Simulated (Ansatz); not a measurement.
Ansatz (a program for electronic structure) input (CCSD(T)/aug-cc-pVDZ):

Ansatz 0.2 input:
```yaml
crystal:
  periodic: [false, false, false]
  atoms:
    - {symbol: B, position_ang: [0.27170777, -0.54499076, 0.28582818]}
    - {symbol: O, position_ang: [0.88498575, 0.13843838, -0.76103193]}
    - {symbol: H, position_ang: [0.32900649, 0.91856016, -1.04963488]}
    - {symbol: O, position_ang: [-0.94804612, -0.01195205, 0.69469437]}
    - {symbol: H, position_ang: [-1.18306239, 0.79450303, 0.15119445]}
basis:
  gaussian:
    orbitals: aug-cc-pVDZ
total_charge: -1
magnetization: {spin_polarized: false}
correlation: {method: ccsd_t, electrons: outside_noble_gas}
output: {forces: true}
```

Output:

```
Functional definition: HF
integrals: 0.08 GiB planned
834 factors; integrals over basis functions are off by at most 8.4e-4 eV
mean field: 0.19 GiB planned
mean field evaluation 1: about -4776.9483 eV, gradient 2.1e1 eV
mean field evaluation 2: about -4776.9497 eV, gradient 2.1e1 eV
mean field evaluation 4: about -4778.3450 eV, gradient 3.2e0 eV
mean field evaluation 8: about -4778.3826 eV, gradient 1.8e-3 eV
mean field evaluation 16: about -4778.3806 eV, gradient 2.0e-1 eV
mean field -4778.38257468 eV, -175.6023207156 hartree, gradient 2.9e-6 eV, S^2 0.000000; 0 other end points of the search recorded, 0 dependent functions left out; unrestricted orbitals would lower it
3 core orbitals not correlated
reference -4778.38257468 eV, -175.6023207156 hartree; 9, 9 occupied and 75, 75 virtual orbitals, 834 factors
densities: 0.40 GiB planned
second order -14.02372367 eV of doubles, -0.00000000 eV of singles
coupled cluster: 0.29 GiB planned
cycle   1  -13.86375876 eV  change    1.6e-1 eV  update   1.3e-1
cycle   2  -14.24567871 eV  change   -3.8e-1 eV  update   4.3e-2
cycle   3  -14.38012404 eV  change   -1.3e-1 eV  update   3.2e-2
cycle   4  -14.38143937 eV  change   -1.3e-3 eV  update   1.4e-2
cycle   5  -14.36749000 eV  change    1.4e-2 eV  update   9.4e-3
cycle   6  -14.37210534 eV  change   -4.6e-3 eV  update   4.3e-3
cycle   7  -14.37210724 eV  change   -1.9e-6 eV  update   1.4e-3
cycle   8  -14.37158129 eV  change    5.3e-4 eV  update   4.9e-4
cycle   9  -14.37181466 eV  change   -2.3e-4 eV  update   1.7e-4
cycle  10  -14.37187919 eV  change   -6.5e-5 eV  update   5.9e-5
cycle  11  -14.37183816 eV  change    4.1e-5 eV  update   2.5e-5
cycle  12  -14.37185230 eV  change   -1.4e-5 eV  update   1.1e-5
cycle  13  -14.37185133 eV  change    9.8e-7 eV  update   3.9e-6
cycle  14  -14.37185383 eV  change   -2.5e-6 eV  update   1.8e-6
coupled cluster: 0.29 GiB planned
perturbative correction -0.54634915 eV, -0.0200779610 hartree
the calculation of the forces begins
Total energy: -4793.30077767 eV, -176.1505545633 hartree
Atom 0 at     0.271708    -0.544991     0.285828 Å, force     0.040279    -0.080791     0.042372 eV/Å
Atom 1 at     0.884986     0.138438    -0.761032 Å, force     0.569345     0.222629    -0.607705 eV/Å
Atom 2 at     0.329006     0.918560    -1.049635 Å, force     0.054875    -0.129368     0.074792 eV/Å
Atom 3 at    -0.948046    -0.011952     0.694694 Å, force    -0.737861     0.115380     0.430431 eV/Å
Atom 4 at    -1.183062     0.794503     0.151194 Å, force     0.073362    -0.127851     0.060110 eV/Å
Dipole moment:    -0.293306     0.588312    -0.308549 e Å
```
